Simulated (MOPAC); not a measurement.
MOPAC input (PM3):

```
PM3 FORCE THERMO(298,298) PRECISE LET CHARGE=-1 GEO-OK AUX(PRECISION=9) THREADS=1
H4PSi

Si   -1.01026130 1    0.10388157 1    0.19287939 1
P     1.12705361 1   -0.16801526 1   -0.26549327 1
H    -1.81317825 1   -0.84611425 1   -0.65055871 1
H    -1.58095486 1    1.46935161 1   -0.09058337 1
H    -1.42468752 1   -0.17632746 1    1.61424658 1
H     1.68253614 1    0.76402688 1    0.58329430 1
```

From the last part of the output:

```
     H    6   0.205747   1.532636   0.055063   0.014942   0.014943   1.584464

          HEAT OF FORMATION =     -18.567695 KCALS/MOLE

          ZERO POINT ENERGY      17.076 KCAL/MOL

           NORMAL COORDINATE ANALYSIS (Total motion = 1 Angstrom)

   Root No.       1         2         3         4         5         6         7         8

                 1 A"      1 A'      2 A'      2 A"      3 A'      4 A'      3 A"      5 A'

                 122.6     336.4     416.7     442.9     644.1     779.2     867.2     875.9

           1   -0.0000   -0.1299   -0.0278    0.0000   -0.0089   -0.0289    0.0000   -0.0021
           2   -0.0000    0.0162   -0.0208   -0.0000    0.0283    0.0014    0.0000   -0.0145
           3    0.0026    0.0000   -0.0000    0.0350    0.0000    0.0000   -0.0184   -0.0000
           4    0.0000    0.1360    0.0188   -0.0000   -0.0092    0.0002   -0.0000   -0.0023
           5    0.0000   -0.0044    0.0056    0.0000   -0.0206    0.0016   -0.0000   -0.0027
           6   -0.0184    0.0000   -0.0000   -0.0156   -0.0000   -0.0000   -0.0009    0.0000
           7   -0.0000   -0.3695    0.2796    0.0000   -0.1492    0.3100   -0.0000   -0.1792
           8   -0.0000   -0.0688    0.0874    0.0000   -0.0267    0.1035   -0.0000   -0.0623
           9    0.1581   -0.0000    0.0000   -0.1511   -0.0000    0.0000    0.4342   -0.0000
          10   -0.0048   -0.0163   -0.1575   -0.3516    0.0896    0.2676   -0.1333    0.1306
          11   -0.1434   -0.0928    0.1344    0.0114   -0.1114   -0.0910    0.2284    0.2699
          12   -0.0793    0.0003    0.0097   -0.1592   -0.0180    0.0967    0.0489    0.2195
          13    0.0048   -0.0163   -0.1575    0.3516    0.0896    0.2676    0.1333    0.1306
          14    0.1434   -0.0928    0.1344   -0.0114   -0.1114   -0.0910   -0.2284    0.2699
          15   -0.0793   -0.0003   -0.0097   -0.1592    0.0180   -0.0967    0.0489   -0.2195
          16   -0.0000   -0.1568    0.2323   -0.0000    0.4992   -0.0441   -0.0000    0.0481
          17   -0.0000   -0.0626    0.0528    0.0000    0.0945   -0.0099   -0.0000    0.0082
          18    0.4930   -0.0000    0.0000   -0.0261    0.0000    0.0000    0.0085    0.0000

   Root No.       9        10        11        12

                 6 A'      4 A"      7 A'      8 A'

                1651.3    1923.8    1933.2    1951.4

           1    0.0006    0.0000   -0.0053    0.0120
           2   -0.0007    0.0000   -0.0205   -0.0076
           3   -0.0000   -0.0260   -0.0000   -0.0000
           4    0.0061    0.0000   -0.0003    0.0003
           5   -0.0296   -0.0000   -0.0003   -0.0000
           6   -0.0000   -0.0001    0.0000   -0.0000
           7    0.0046    0.0000   -0.1141   -0.1389
           8   -0.0029    0.0000    0.3230    0.4474
           9    0.0000   -0.0171    0.0000    0.0000
          10    0.0002   -0.2083    0.1335   -0.1019
          11   -0.0011   -0.2144    0.1273   -0.1173
          12    0.0029    0.3732   -0.2566    0.2064
          13    0.0002    0.2083    0.1335   -0.1019
          14   -0.0011    0.2144    0.1273   -0.1173
          15   -0.0029    0.3732    0.2566   -0.2064
          16   -0.2088   -0.0000    0.0022   -0.0004
          17    0.9342   -0.0000    0.0033   -0.0000
          18    0.0000    0.0005   -0.0000    0.0000

           MASS-WEIGHTED COORDINATE ANALYSIS (NORMAL COORDINATES)

   Root No.       1         2         3         4         5         6         7         8

                 1 A"      1 A'      2 A'      2 A"      3 A'      4 A'      3 A"      5 A'

                 122.6     336.4     416.7     442.9     644.1     779.2     867.2     875.9

           1   -0.0000   -0.6174   -0.2801    0.0000   -0.0780   -0.2740    0.0000   -0.0196
           2   -0.0000    0.0769   -0.2103   -0.0000    0.2482    0.0135    0.0000   -0.1348
           3    0.0243    0.0000   -0.0000    0.3064    0.0000    0.0000   -0.1659   -0.0000
           4    0.0000    0.6786    0.1988   -0.0000   -0.0842    0.0017   -0.0000   -0.0228
           5    0.0000   -0.0217    0.0592    0.0000   -0.1900    0.0158   -0.0000   -0.0263
           6   -0.1772    0.0000   -0.0000   -0.1434   -0.0000   -0.0000   -0.0086    0.0000
           7   -0.0000   -0.3326    0.5342    0.0000   -0.2477    0.5560   -0.0000   -0.3163
           8   -0.0000   -0.0619    0.1671    0.0000   -0.0443    0.1856   -0.0000   -0.1100
           9    0.2741   -0.0000    0.0000   -0.2507   -0.0000    0.0000    0.7417   -0.0000
          10   -0.0083   -0.0147   -0.3009   -0.5833    0.1487    0.4800   -0.2276    0.2306
          11   -0.2487   -0.0835    0.2569    0.0189   -0.1849   -0.1633    0.3902    0.4764
          12   -0.1375    0.0003    0.0186   -0.2642   -0.0300    0.1734    0.0835    0.3875
          13    0.0083   -0.0147   -0.3009    0.5833    0.1487    0.4800    0.2276    0.2306
          14    0.2487   -0.0835    0.2569   -0.0189   -0.1849   -0.1633   -0.3902    0.4764
          15   -0.1375   -0.0003   -0.0186   -0.2642    0.0300   -0.1734    0.0835   -0.3875
          16   -0.0000   -0.1411    0.4439   -0.0000    0.8287   -0.0791   -0.0000    0.0849
          17   -0.0000   -0.0563    0.1010    0.0000    0.1569   -0.0178   -0.0000    0.0145
          18    0.8551   -0.0000    0.0000   -0.0433    0.0000    0.0000    0.0146    0.0000

   Root No.       9        10        11        12

                 6 A'      4 A"      7 A'      8 A'

                1651.3    1923.8    1933.2    1951.4

           1    0.0032    0.0000   -0.0484    0.1060
           2   -0.0039    0.0000   -0.1886   -0.0669
           3   -0.0000   -0.1991   -0.0000   -0.0000
           4    0.0348    0.0000   -0.0026    0.0024
           5   -0.1688   -0.0000   -0.0029   -0.0004
           6   -0.0000   -0.0011    0.0000   -0.0000
           7    0.0047    0.0000   -0.1987   -0.2320
           8   -0.0030    0.0000    0.5627    0.7472
           9    0.0000   -0.0248    0.0000    0.0000
          10    0.0002   -0.3018    0.2325   -0.1701
          11   -0.0011   -0.3106    0.2217   -0.1959
          12    0.0030    0.5406   -0.4469    0.3446
          13    0.0002    0.3018    0.2325   -0.1701
          14   -0.0011    0.3106    0.2217   -0.1959
          15   -0.0030    0.5406    0.4469   -0.3446
          16   -0.2148   -0.0000    0.0038   -0.0006
          17    0.9613   -0.0000    0.0057   -0.0000
          18    0.0000    0.0007   -0.0000    0.0000

          DESCRIPTION OF VIBRATIONS

 VIBRATION          1    1A"         ATOM PAIR     ENERGY CONTRIBUTION    RADIAL
 FREQUENCY           122.63         Si1 -- H 4         +31.6% (152.1%)      0.3%
 TRANSITION DIPOLE   0.5909         Si1 -- H 5         +31.6% (152.1%)      0.3%
 TRAVEL (Ang.)       0.9668         Si1 -- H 3         +28.4% (144.1%)      0.0%
 REDUCED MASS        0.5883         P 2 -- H 6          +8.1% ( 76.9%)      0.0%
 EFFECTIVE MASS      1.7008
 FORCE CONSTANT      0.0052

 VIBRATION          2    1A'         ATOM PAIR     ENERGY CONTRIBUTION    RADIAL
 FREQUENCY           336.39         Si1 -- P 2         +37.9% (109.0%)     99.4%
 TRANSITION DIPOLE   0.3737         Si1 -- H 3         +17.7% ( 74.5%)     49.8%
 TRAVEL (Ang.)       0.1362         Si1 -- H 4         +16.4% ( 71.8%)      9.9%
 REDUCED MASS       10.8049         Si1 -- H 5         +16.4% ( 71.8%)      9.9%
 EFFECTIVE MASS     31.5742         P 2 -- H 6         +11.6% ( 60.4%)      1.9%
 FORCE CONSTANT      0.7204

 VIBRATION          3    2A'         ATOM PAIR     ENERGY CONTRIBUTION    RADIAL
 FREQUENCY           416.65         Si1 -- H 3         +41.7% ( 98.5%)      1.1%
 TRANSITION DIPOLE   0.2818         Si1 -- H 4         +17.2% ( 63.4%)     14.4%
 TRAVEL (Ang.)       0.4908         Si1 -- H 5         +17.2% ( 63.4%)     14.4%
 REDUCED MASS        0.6719         P 2 -- H 6         +16.2% ( 61.4%)      0.0%
 EFFECTIVE MASS      5.8332
 FORCE CONSTANT      0.0687

 VIBRATION          4    2A"         ATOM PAIR     ENERGY CONTRIBUTION    RADIAL
 FREQUENCY           442.91         Si1 -- H 4         +40.9% ( 93.6%)      6.1%
 TRANSITION DIPOLE   0.0874         Si1 -- H 5         +40.9% ( 93.6%)      6.1%
 TRAVEL (Ang.)       0.5020         Si1 -- H 3         +13.8% ( 54.5%)      0.0%
 REDUCED MASS        0.6042         Si1 -- P 2          +4.3% ( 30.4%)      0.0%
 EFFECTIVE MASS      3.7115
 FORCE CONSTANT      0.0698

 VIBRATION          5    3A'         ATOM PAIR     ENERGY CONTRIBUTION    RADIAL
 FREQUENCY           644.12         P 2 -- H 6         +67.2% ( 80.7%)      3.3%
 TRANSITION DIPOLE   0.1120         Si1 -- H 4         +10.8% ( 32.3%)      1.7%
 TRAVEL (Ang.)       0.3848         Si1 -- H 5         +10.8% ( 32.3%)      1.7%
 REDUCED MASS        0.7072         Si1 -- H 3          +6.7% ( 25.5%)     43.0%
 EFFECTIVE MASS      2.7952
```

The dipole moment of an ion depends on the origin.
